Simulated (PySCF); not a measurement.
Ti(Cl)3(SH) (Cl3HSTi), SMILES [SH][Ti]([Cl])([Cl])[Cl], multiplicity 1. Atoms are numbered in the order given.

```xyz
6

Ti    -0.0580     0.0079     0.0000
Cl    -0.3087     1.2449    -1.7756
Cl    -0.3087     1.2449     1.7756
Cl    -1.3693    -1.7159     0.0000
S      2.0311    -0.8579     0.0000
H      2.5548     0.3966     0.0000
```

Geometry optimised at B3LYP-D3(BJ)/def2-SVP. The multiplicity is an assumed one; no other spin state was optimised. The structure was generated by enumeration; whether it is a known compound was not checked. Other conformers were not sampled.

Method: TDDFT-ωB97X/def2-SVPD in PySCF.

Vertical excitations. Isolated molecule, no solvent. State labels are in the subgroup Cs.

```tsv
state	symmetry	energy (eV)	λ (nm)	f	main pairs
S1	A"	3.19	389	0.002	HOMO→LUMO 96 %
S2	A'	3.60	345	0.023	HOMO→LUMO+1 91 %
S3	A"	3.90	318	0.003	HOMO→LUMO+3 70 %, HOMO→LUMO+2 26 %
S4	A"	4.02	308	0.000	HOMO→LUMO+2 70 %, HOMO→LUMO+3 24 %
S5	A'	4.17	297	0.002	HOMO−2→LUMO 76 %
S6	A"	4.21	294	0.001	HOMO−2→LUMO+1 74 %
S7	A'	4.25	292	0.012	HOMO→LUMO+4 87 %
S8	A"	4.50	276	0.006	HOMO−1→LUMO 90 %
S9	A'	4.64	267	0.004	HOMO−1→LUMO+1 85 %
S10	A'	4.96	250	0.016	HOMO−3→LUMO 70 %
T1	A'	2.97	417	0	HOMO→LUMO+1 85 %
T2	A"	3.09	402	0	HOMO→LUMO 96 %
T3	A"	3.64	341	0	HOMO→LUMO+3 75 %, HOMO→LUMO+2 15 %
T4	A'	3.83	324	0	HOMO−2→LUMO 76 %
```
Triplets are in the Tamm–Dancoff approximation, which puts them higher than full response would, so one can lie above its singlet here.
